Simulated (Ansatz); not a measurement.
`BCB(O)F` + H₂ → `OBF` + `BC` at 600 K and 1 bar (hydrogenolysis of a B–C bond).

Computed with Ansatz on PBE0-D4/def2-TZVP structures; ΔE is electronic, products minus reactants. CCSD(T)/CBS is the MP2 limit (def2-TZVPP, def2-QZVPP) plus CCSD(T) − MP2 in def2-TZVPP, frozen cores. This one scheme is used for every species. One conformer a species, not always the lowest.

```json
{"species": "`BCB(O)F`", "CCSD(T)/CBS energy (Eh)": "-265.72913", "H − E (kJ/mol)": "240.3", "S (J/(mol·K))": "417.5"}
{"species": "H₂", "CCSD(T)/CBS energy (Eh)": "-1.17544", "H − E (kJ/mol)": "43.9", "S (J/(mol·K))": "150.8"}
{"species": "`OBF`", "CCSD(T)/CBS energy (Eh)": "-201.07426", "H − E (kJ/mol)": "109.4", "S (J/(mol·K))": "294.7"}
{"species": "`BC`", "CCSD(T)/CBS energy (Eh)": "-65.83255", "H − E (kJ/mol)": "180.5", "S (J/(mol·K))": "296.9"}
```

H − E and S are ideal-gas, rigid-rotor, harmonic terms from PBE0-D4/def2-TZVP, for one conformer and one mirror image of each species. The MP2-based limit puts H₂ 0.8 mEh under its directly extrapolated value; such offsets cancel only in part. 1 Eh = 2625.50 kJ/mol, R = 8.31446 J/(mol·K).

By hand: ΔE, ΔH, ΔS and ΔG.

ΔE = (-201.07426) + (-65.83255) − (-265.72913) − (-1.17544) = -0.00224 Eh = -5.9 kJ/mol. Δ(H − E) = 109.4 + 180.5 − 240.3 − 43.9 = 5.7, so ΔH = -0.2 kJ/mol. ΔS = 294.7 + 296.9 − 417.5 − 150.8 = 23.3 J/(mol·K). ΔG = -0.2 − 600 × (23.3)/1000 = -14.2 kJ/mol.

By hand: the equilibrium constant, and the temperature at which ΔG would vanish if ΔH and ΔS stayed fixed.

log₁₀ K = −ΔG/(RT ln 10) = 1.2. ΔH and −TΔS have one sign here, so there is no such temperature. One of them is within its doubt of zero, so this could turn.

TΔS isn't small against ΔH here. A doubt of 5 kJ/mol in ΔE shifts log₁₀ K by 0.4 here. Other conformers and mirror images would add mixing entropy, several J/(mol·K) or more a flexible species. Modes under 60 cm⁻¹, often nearly free rotors, make the harmonic entropy too high. These are equilibria of isolated gas molecules and say nothing of rates. Largest T1 diagnostic: 0.013 (customary marks: 0.02 for closed shells, 0.045 for open ones).
